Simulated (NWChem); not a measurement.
Molecule: C5H6; SMILES CC(C#C)=C

```xyz
11

C     -0.0448    -2.2115     0.0000
C      0.0522    -1.0014     0.0000
C      0.1112     0.4306     0.0000
C      1.2941     1.0691     0.0000
C     -1.2098     1.1498     0.0000
H     -0.1172    -3.2834     0.0000
H      2.2372     0.5189     0.0000
H      1.3381     2.1613     0.0000
H     -1.8043     0.8721    -0.8847
H     -1.8043     0.8721     0.8847
H     -1.0671     2.2392     0.0000
```
Atoms are numbered in this order, from 1.

Results from NWChem. Pople sets run with spherical d functions. Coordinates come from a PBE0/def2-SVP optimisation.

Question: Taking B3LYP/def2-TZVP as the yardstick, which of these has the fewest basis functions while keeping “highest occupied level (eV)” within 0.1 eV of it: B3LYP/def2-SVP; B3LYP/6-31G*; B3LYP/def2-SVPD; B3LYP/STO-3G; B3LYP/3-21G?

Answer: B3LYP/def2-SVPD.
```
level            basis functions  highest occupied level (eV)
---------------  ---------------  ---------------------------
B3LYP/STO-3G                  31                        -4.84
B3LYP/3-21G                   57                        -6.49
B3LYP/6-31G*                  82                        -6.39
B3LYP/def2-SVP               100                        -6.64
B3LYP/def2-SVPD              148                        -6.79
B3LYP/def2-TZVP              191                        -6.76
```

The yardstick is one finite set, not the basis-set limit.
